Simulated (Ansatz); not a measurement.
Consider the redistribution: `NB(F)Br` + `[OH][InH][Br]` → `NB(O)F` + `[Br][InH][Br]`.

Gas-phase electronic energies from Ansatz, PBE0-D4/def2-TZVP geometries. CCSD(T)/CBS is the MP2 limit (def2-TZVPP, def2-QZVPP) plus CCSD(T) − MP2 in def2-TZVPP, frozen cores. def2 core potentials past Kr. For Br, In outer-core shells are correlated without core-valence functions, which leaves a few kJ/mol of doubt a bond. Scalar relativity is left out up to krypton. One conformer a species, not always the lowest.

| level | ΔE (eV) |
| --- | --- |
| MP2/def2-QZVPP | -1.45 |
| HF/CBS(def2) | -1.85 |

Task: What does CCSD(T)/CBS give? (Estimate.)

Result: The calculation gave: -1.48 eV. The listed levels differ from it by 0.03, -0.37 eV.

Largest T1 diagnostic among the species: 0.014.

From PBE to PBE0 (25 % exact exchange), in def2-TZVPP and without D4, ΔE moves by −0.14 eV. In def2-TZVPP, CCSD(T) changes the Hartree–Fock value by +0.37 eV (the triples alone add +0.06 eV) and MP2 by +0.41 eV.
